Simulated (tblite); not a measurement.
A tight-binding relaxation on `[CH2]S/C=C\C=N\C` [radical].

Computed with GFN2-xTB geometry optimisation, gas phase (tblite 0.8.0). Start geometry: from a force field or distance geometry. The input is one job of a driver script: a line of settings, then coordinates in Å.

Command:
```bash
OMP_NUM_THREADS=1 python probes_run.py task.json out
```

Input:
```
{"job": {"kind": "relax", "xc": "GFN2-xTB", "basis": "xTB"}, "charge": 0, "multiplicity": 2}
C      2.808300     0.642000     0.304800
S      2.153400    -0.194000    -1.200100
C      1.261400    -1.611600    -0.585000
C     -0.013400    -1.520200    -0.209400
C     -0.665300    -0.215500    -0.275300
N     -1.898400    -0.151700     0.094600
C     -2.658500     1.107200     0.061300
H      3.828300     0.279300     0.534000
H      2.823800     1.737900     0.125600
H      1.772700    -2.551700    -0.543600
H     -0.580600    -2.377700     0.166000
H     -0.126700     0.666300    -0.649700
H     -3.331900     1.142300     0.969800
H     -3.375900     1.063800    -0.806200
H     -2.001700     1.991700    -0.020000
```

Output:
```
step      E/eV     max force
  0    -565.64980    2.401
  1    -565.86364    1.805
  2    -566.01894    1.115
  3    -566.05795    0.669
  4    -566.10085    0.603
  5    -566.13397    0.653
  6    -566.15594    0.396
  7    -566.17178    0.384
  8    -566.18916    0.386
  9    -566.20903    0.454
... (144 lines left out)
154    -566.73884    0.017
155    -566.73886    0.018
156    -566.73887    0.018
157    -566.73890    0.016
158    -566.73894    0.020
159    -566.73902    0.022
160    -566.73914    0.022
161    -566.73930    0.023
162    -566.73943    0.017
163    -566.73947    0.009
```

«max force» is the largest atomic force in eV/Å.

From which step on does the largest force stay under 0.1 eV/Å, and how much energy is left to gain from there?

From step 106 (0.065 eV/Å), 14.3 meV above the end.

In short: energy lowered by 25.1 kcal/mol over 163 steps; largest atomic force 0.009 eV/Å at the end.

The run took 1.1 s of wall time on one thread of an Arm Neoverse V1, shared host.
Labels such as C1 count atoms from 1, the log's own numbers from 0.
